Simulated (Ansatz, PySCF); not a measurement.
# Tl(NC) in two programs

Tl(NC) (singlet), relaxed with PySCF 2.14.0, RKS PBE, Tl def2-SVP with ECP60, N def2-SVP, C def2-SVP; non-relativistic Hamiltonian with scalar-relativistic core potentials where named; density fitting; no spin-orbit coupling:

```xyz
3

Tl    0.0000    0.0000   -0.2410
N     0.0000    0.0000    2.0618
C     0.0000    0.0000    3.2565
```

There the HOMO–LUMO gap is 2.70 eV. 

The same geometry by Ansatz 0.2.0 (PBE, PAW, a periodic box with 9 Å of vacuum):

```csv
spin-orbit coupling,gap (eV),largest force component (eV/Å)
without,2.97,0.96
```

Question: What does the run with spin-orbit coupling give?

Answer: gap (eV): 2.54, largest force component (eV/Å): 0.94. It took 30 s on 2 threads of AMD EPYC (Zen 3) (shared host), peak memory 1.3 GiB.

The spin-orbit runs use fully relativistic datasets of their own, so changes of a few hundredths of an eV needn't come from the coupling.
